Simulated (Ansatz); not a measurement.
System: C5H10O (charge 0, singlet). 
Structure (B3LYP-D3(BJ)/def2-TZVP (Ansatz, an electronic-structure program) minimum search):
```xyz
16

C     -2.5283     0.1158    -0.3182
C     -1.3083    -0.6836     0.1128
C      0.0027     0.0704    -0.0257
O      0.0467     1.2056    -0.4404
C      1.2553    -0.6830     0.3865
C      2.5375     0.1204     0.2319
H     -2.6258     1.0264     0.2726
H     -2.4482     0.4156    -1.3630
H     -3.4375    -0.4745    -0.1965
H     -1.3959    -1.0058     1.1565
H     -1.2197    -1.6111    -0.4637
H      1.1180    -1.0127     1.4223
H      1.2946    -1.6064    -0.2021
H      3.4009    -0.4699     0.5415
H      2.5042     1.0269     0.8360
H      2.6821     0.4274    -0.8037
```

Computed values are from Ansatz. Cores are frozen in the correlated levels unless marked. UHF or UKS for open shells. Spin-orbit coupling is left out. Non-relativistic. CBS marks a two-point X^-3 extrapolation of the correlation energy; Hartree-Fock from the larger set. The bracket is a focal-point correction in the basis named.

```
Property                                                                                                                           Result
-------------------------------------------  --------------------------------------------------------------------------------------------
atomisation energy De                                                                     1565.6 kcal/mol at CCSD(T)/CBS(cc-pVTZ,cc-pVQZ)
vertical ionisation energy (to the doublet)                      9.62 eV at RI-MP2/CBS(aug-cc-pVTZ,aug-cc-pVQZ)+[CCSD(T)-MP2]/aug-cc-pVTZ
vertical triplet-singlet gap                                     4.30 eV at RI-MP2/CBS(aug-cc-pVTZ,aug-cc-pVQZ)+[CCSD(T)-MP2]/aug-cc-pVTZ
total energy                                                                                 -271.4456 Eh at CCSD(T)/CBS(cc-pVTZ,cc-pVQZ)
dipole moment                                                                                               2.64 D at CCSD(T)/aug-cc-pVDZ
T1 diagnostic                                                                                                       0.012 at CCSD/cc-pVQZ
measured enthalpy of formation, 298 K        -61.6 kcal/mol (CRC Handbook, as tabulated in the package chemicals; older table, unchecked)
```
